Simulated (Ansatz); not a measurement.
Reactions of CH7FSiSn, SMILES `F[CH2][SnH2][SiH3]`.

Isolated molecules relaxed with PBE0-D4/def2-TZVP in Ansatz; ΔE leaves out vibrations. CCSD(T)/CBS is the MP2 limit (def2-TZVPP, def2-QZVPP) plus CCSD(T) − MP2 in def2-TZVPP, frozen cores. This one scheme is used for every species. DFT in def2-TZVPP. def2 core potentials past Kr. For Sn outer-core shells are correlated without core-valence functions, which leaves a few kJ/mol of doubt a bond. Each species was taken in one conformer, which may not be the lowest.

```
                                                                                      reaction  PBE-D4 (kJ/mol)
              `F[CH2][SnH2][SiH3]` + `[BH2][AlH][OH]` → `[BH2][AlH][O][SiH3]` + `F[CH2][SnH3]`              -56
                          `F[CH2][SnH2][SiH3]` + `[OH][AlH2]` → `[AlH2][O][SnH2][SiH3]` + `CF`              -57
                                       `F[CH2][SnH2][SiH3]` + BH₃ → `[BH2][SnH2][SiH3]` + `CF`              -38
                           `F[CH2][SnH2][SiH3]` + `NB(O)Cl` → `NB(Cl)O[SiH3]` + `F[CH2][SnH3]`              -30
`F[CH2][SnH2][SiH3]` + `O[SiH]1[SiH2][SiH2]1` → `O[Si]1([SiH3])[SiH2][SiH2]1` + `F[CH2][SnH3]`                6
                                       `F[CH2][SnH2][SiH3]` + `CSS` → `CSSCF` + `[SiH3][SnH3]`              -16
                                       `F[CH2][SnH2][SiH3]` + CH₄ → `[CH3][SnH2][CH2]F` + SiH₄               60
                                 `F[CH2][SnH2][SiH3]` + `CB(O)O` → `CB(O)OCF` + `[SiH3][SnH3]`                3
                `F[CH2][SnH2][SiH3]` + `F[CH2][AlH2]` → `F[CH]([AlH2])[SiH3]` + `F[CH2][SnH3]`               40
      `F[CH2][SnH2][SiH3]` + `O[SiH](F)[SiH2]S` → `F[CH2][SnH2][SH]` + `O[SiH](F)[SiH2][SiH3]`               15
```

Problem. Give the CCSD(T)/CBS values in the same order. (An estimate is asked.)

Solution. Ansatz gave: -74, -68, -34, -49, 15, -8, 48, 7, 40, 16 kJ/mol.

Largest T1 diagnostic: 0.015, for `O[Si]1([SiH3])[SiH2][SiH2]1`.
